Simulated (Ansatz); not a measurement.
Geometry optimisation, Ansatz, UHF/def2-SVP.

Input file:

```yaml
crystal:
  periodic: [false, false, false]
  atoms:
    - { symbol: W, position_ang: [0.0, 0.0, -0.466091] }
    - { symbol: H, position_ang: [0.0, 0.0, 1.242571] }
    - { symbol: H, position_ang: [1.422361, 4.0e-06, 0.407899] }
    - { symbol: H, position_ang: [4.0e-06, 1.422361, 0.4079] }
    - { symbol: H, position_ang: [-1.422361, -4.0e-06, 0.407899] }
    - { symbol: H, position_ang: [-4.0e-06, -1.422361, 0.4079] }
    - { symbol: H, position_ang: [0.0, 0.0, -2.337785] }
    - { symbol: F, position_ang: [0.0, 0.0, 3.369707] }
magnetization:
  spin_polarized: true
  initial_magnetization: 1
basis:
  gaussian: { orbitals: def2-SVP }
hamiltonian:
  xc: hf
relax:
  f_tol: 0.03
  max_steps: 50
output:
  orbitals: {}
```

Command:

```bash
$ ansatz run input.yaml --threads 1 --pin off --max-ram 2048MiB --backend cpu --events-out ev --progress --plain --runs-dir out
```

Question: Where does it end, and by what steps?

Answer: The run converged. The force dipped under the threshold on the way, but the program's further checks kept it going. After 10 steps the energy has fallen by 0.068 eV; F8 moved furthest, 0.87 Å.

```tsv
step	energy less start (eV)	largest force component (eV/Å)	accepted
0	0.0000	0.552	yes
1	-0.0182	0.201	yes
2	-0.0446	0.083	yes
3	-0.0535	0.123	yes
4	-0.0593	0.116	yes
5	-0.0645	0.039	yes
6	-0.0647	0.066	yes
7	-0.0661	0.020	yes
8	-0.0679	0.046	yes
9	-0.0675	0.100	no
10	-0.0680	0.008	yes
```

```xyz
8
Properties=species:S:1:pos:R:3
W 0.000 0.000 -0.590
H 0.000 0.000 1.094
H 1.418 0.000 0.290
H 0.000 1.419 0.290
H -1.418 0.000 0.290
H 0.000 -1.419 0.290
H 0.000 0.000 -2.469
F 0.000 0.000 4.243
```

Run time: 56 s on 1 thread of Arm Neoverse V2 (shared host), peak memory 0.18 GiB.
